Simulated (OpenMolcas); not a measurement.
# Levels of Pt³⁺ by method

```yaml
Program: OpenMolcas
Basis: ANO-RCC-VTZP [8s7p5d3f1g]
Scalar_Hamiltonian: DKH2, point nucleus
Active_space: 7 electrons in 9 orbitals (RAS2 5d 6s; RAS3 6p, at most 2 electrons)
State_averaging: 2S+1 = 4 even, 84 roots (69 in the spin-orbit step); 2S+1 = 6 even, 6 roots kept (CI in the orbitals of an earlier block); 2S+1 = 2 even, 83 roots kept (CI in the orbitals of an earlier block); 2S+1 = 4 odd, 73 roots (43 in the spin-orbit step); 2S+1 = 8 odd, 3 roots kept (CI in the orbitals of an earlier block, 0 in the spin-orbit step); 2S+1 = 6 odd, 15 roots kept (CI in the orbitals of an earlier block); 2S+1 = 2 odd, 87 roots kept (CI in the orbitals of an earlier block, 0 in the spin-orbit step)
Spin-orbit_coupling: RASSI with atomic mean-field integrals over the reference wave functions, term energies averaged over their components
```

Methods on the same reference wave functions:
A. RASSCF
B. SS-RASPT2, IPEA 0.25 Eh, imaginary shift 0.1 Eh (closed shells correlated: 5s 5p)
C. MS-RASPT2, IPEA 0.25 Eh, imaginary shift 0.1 Eh (closed shells correlated: 5s 5p)

Energies in cm-1 above 5d7 4F 9/2.

| Level | A | B | C |
| --- | --- | --- | --- |
| 5d7 4F 9/2 | 0.0 | 0.0 | 0.0 |
| 5d7 4F 7/2 | 10024 | 10270 | 10280 |
| 5d7 4P 5/2 [70 %] | 19262 | 16920 | 16940 |
| 5d7 2G 9/2 [58 %] | 21010 | 19270 | 19280 |
| 5d7 4P 1/2 [70 %] | 23572 | 20510 | 20480 |
| 5d7 2G 7/2 | 28364 | 25960 | 25970 |
| 5d7 2H 11/2 | 28403 | 25820 | 25830 |
| 5d7 2D 5/2(1) [69 %] | 32354 | 29980 | 30010 |
| 5d7 2P 1/2 [70 %] | 37633 | 34460 | 34480 |
| 5d7 2H 9/2 [72 %] | 38922 | 36560 | 36570 |
| 5d7 2F 5/2 | 39581 | 33560 | 33570 |
| 5d6 6s 6D 9/2 | 42676 | 44740 | 44780 |
| 5d7 2F 7/2 | 45969 | 40630 | 40640 |
| 5d6 6s 6D 7/2 | 48533 | 50630 | 50650 |
| 5d6 6s 6D 5/2 | 50691 | 52550 | 52550 |
| 5d6 6s 6D 3/2 | 52770 | 54630 | 54640 |
| 5d6 6s 6D 1/2 | 54372 | 56380 | 56440 |
| 5d6 6s 4D 7/2(1) [68 %] | 61864 | 61730 | 61770 |
| 5d7 2D 3/2(2) [72 %] | 63269 | 56220 | 56280 |

Between B and C the level of the table that moves most is 5d6 6s 6D 1/2, by 61 cm-1 (lowest in B, highest in C). Moves below CASPT2's spread within the term are not significant.

From A to B the spin-free energies of the other terms of 5d7 shown, above 4F, scale by factors of 0.73 to 0.85, as is usual when dynamic correlation screens the repulsion within a d or f shell.

The lowest spin-free term lies below A's lowest term by 0.389 hartree in B, 0.389 hartree in C.

CASPT2 does not keep the components of a term degenerate, so their means are used; among the terms shown or strongly mixed into the levels shown the widest spread is 1100 cm-1 (5d7 4F, C). Some high roots are left out of the spin-orbit mixing, which shifts the levels that they would mix with. Terms from blocks run as CI alone lack orbitals of their own. A single d shell beside an s shell can misplace configurations of different d count against each other. Without dynamic correlation excited terms often stand tens of per cent too high (terms of higher spin than the ground term too low), and those without a measured partner can miss by more than the paired ones (holds for A). Blocks of more than 70 roots (2S+1 = 2 even) ran without multistate coupling (holds for C). Only configurations of the active space appear. Levels that lie high or do not pair safely by name in every column are left out.

A share in square brackets marks a mixed level and gives the weight of the term that names it, the lowest over the columns. A number in round brackets counts repeated terms of one configuration in the order of the reference energies.
